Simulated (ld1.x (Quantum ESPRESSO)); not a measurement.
## Before and after: ultrasoft potential for germanium (Ge)

```json
{
 "Element": "germanium",
 "Generator": "ld1.x (Quantum ESPRESSO) 7.5",
 "Type": "ultrasoft",
 "Functional": "PBEsol",
 "Relativity": "scalar-relativistic",
 "Frozen core": "[Ar]",
 "Valence charge": "14",
 "Reference configuration": "3d10 4s2 4p2",
 "Partial waves": "4s (bound): rcut 1.20, rcutus 1.55 bohr; 4s channel at 0.5 Ry: rcut 1.20, rcutus 1.55 bohr; 4p (bound): rcut 1.70, rcutus 2.25 bohr; 4p channel at 2.45 Ry: rcut 1.70, rcutus 2.25 bohr; 3d (bound): rcut 0.90, rcutus 1.05 bohr; 3d channel at -1.7 Ry: rcut 0.90, rcutus 1.05 bohr",
 "Local potential": "all-electron potential smoothed inside 1.90 bohr (lloc = -1)",
 "Core correction": "Bessel-smoothed model core inside 0.75 bohr",
 "Augmentation charge": "built from norm-conserving waves at rcut, not smoothed further"
}
```

Change: wave 4s channel at 0.5 Ry: rcut 1.20, rcutus 1.55 bohr becomes 4s channel at -0.75 Ry: rcut 1.20, rcutus 1.55 bohr.

Cutoffs: the cutoffs (Ry, on a coarse ladder) from which the occupation-weighted sum of valence levels, in a spherical-Bessel basis at the reference potential, stays within 10 and 1 mRy of its value at 400 Ry; they do not see the model core or the augmentation charge, which bear on the density cutoff. Errors are all-electron minus pseudo energies relative to the spin-unpolarised reference configuration.

Problem. What does the change do?

Solution. The potential gets neither clearly harder nor softer (140 Ry and 230 Ry → 140 Ry and 230 Ry); of the 7 tests that both files solve, the error grows in 3 and shrinks in 0 by more than 15 % and 0.3 meV (median size 7.3 → 7.3 meV); the range in which the s phases agree widens (upper end 2.4 → 3.5); neither file shows a bound ghost at the reference potential, the only one tested.

```csv
quantity,base,changed
"cutoff, loose",140 Ry,140 Ry
"cutoff, tight",230 Ry,230 Ry
bound ghosts,none,none
"error for 3d10 4s2 4p1, meV [ΔE 7.45 eV]",-1.7,-4.7
"error for 3d10 4s2 4p0, meV [ΔE 22.90 eV]",-10,+627
"error for 3d10 4s1 4p0, meV [ΔE 57.69 eV]",-25,+1371
"error for 3d10 4s2 4p2.3, meV [ΔE -0.88 eV]",+0.1,+0.1
"error for 3d10 4s0 4p4, meV [ΔE 16.21 eV]",-7.3,-7.3
"error for 3d10 4s1 4p3, meV [ΔE 7.98 eV]",-2.0,-2.2
"error for 3d9 4s2 4p2, meV [ΔE 38.69 eV]",-457,-471
s: phases at 2.44 bohr within 0.05 rad from the reference energy up to (Ry; the scan ends near 5),2.4,3.5
p: phases at 2.44 bohr within 0.05 rad from the reference energy up to (Ry; the scan ends near 5),to the end of the scan,to the end of the scan
d: phases at 2.44 bohr within 0.05 rad from the reference energy up to (Ry; the scan ends near 5),to the end of the scan,to the end of the scan
lowest overlap eigenvalue by channel,"s 0.56, p 0.60, d 1.00","s 0.60, p 0.60, d 1.00"
```

Changed file: These tests converged, but a pseudo level misses the all-electron one widely, so the file describes the atom poorly there or has found another state: 3d10 4s1 4p0: 3d by 4.5 eV.
